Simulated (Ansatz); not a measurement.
Born–Oppenheimer molecular dynamics of H6SSn (8 atoms, charge 0, multiplicity 1). It starts at the highest image of a converged band. Of that band: Beside the main top the profile has a ripple of under 15 meV (maxima at images 2, 6), which may be a very shallow well or noise. Neighbouring images differ by up to 1.6 eV, so the band resolves the path poorly. A vibrational analysis at the climbing image gives 2 clearly imaginary modes (1329i, 87i cm⁻¹): a point of higher order, so a lower path passes nearby.

The calculation used RKS PBE0-D4/def2-SVP (Ansatz).

| Item | Value |
| --- | --- |
| ensemble | NVE (velocity Verlet) |
| time step | 0.5 fs |
| steps asked | 200 |
| starting velocities drawn for | 100 K |
| seed | 7312 |

First frame:

```xyz
8
Properties=species:S:1:pos:R:3
Sn -0.204 0.060 -0.202
H -0.235 -0.227 1.817
H 1.504 -0.014 0.079
H -0.512 1.575 -0.934
H -0.664 -1.357 -1.037
S -2.724 0.244 1.014
H -2.951 -1.082 0.876
H -1.198 -0.071 1.775
```

**Question.** What does the run give?

**Answer.** The run went to its last step.

```yaml
steps_done: 200
time_covered: 100 fs
mean_temperature_over_the_second_half: 1820 K
spread_of_the_potential_energy_over_the_second_half: 15.9 meV per atom
mean_potential_energy_of_the_second_half_above_the_start: -166.8 meV per atom
```

The conserved energy stayed within 0.46 meV per atom of its start (net change 0.14 meV per atom), so the integration is sound. The system heated up, since it started high on the potential surface and ran downhill. A run of 0.1 ps of so small a system gives no equilibrium averages. The orbitals stay closed-shell, which can raise the energy where a bond breaks towards radicals; this wasn't checked here.

**Question.** What happens to the structure?

**Answer.** The step under study would form Sn1–S6, H2–H8 and break Sn1–H2, S6–H8. These pairs go: Sn1–S6 2.80 → 4.50 Å, H2–H8 0.98 → 5.97 Å, Sn1–H2 2.04 → 1.90 Å, S6–H8 1.73 → 1.51 Å. In the last frame they stand as before the step (other bonds may differ from the relaxed reactants and products). It ends as H2S + H4Sn. Pairs count as bonded within 1.25 times the sum of covalent radii (0.12 Å more for H–H). Another seed would give other details.

**Question.** How do temperature and energy run in time?

**Answer.** 
```tsv
time (fs)	T (K)	potential energy less start (eV)	conserved less start (meV/atom)
0.0	100	0.000	0.00
5.0	51	0.039	0.03
10.0	127	-0.020	0.05
15.0	641	-0.422	-0.24
20.0	911	-0.632	-0.35
25.0	1156	-0.819	-0.03
30.0	1287	-0.919	0.23
35.0	1679	-1.225	-0.13
40.0	1712	-1.252	-0.20
45.0	1762	-1.292	-0.29
50.0	1427	-1.028	0.11
55.0	1772	-1.297	-0.07
60.0	1978	-1.459	-0.24
65.0	1697	-1.239	-0.04
70.0	1957	-1.441	-0.13
75.0	1504	-1.088	0.16
80.0	1974	-1.456	-0.32
85.0	1947	-1.434	-0.22
90.0	1818	-1.333	-0.05
95.0	1909	-1.402	0.04
100.0	1510	-1.093	0.14
```

Time of the run: 9.1 min on 1 thread of Arm Neoverse V1, on a shared host, peak memory 0.15 GiB.
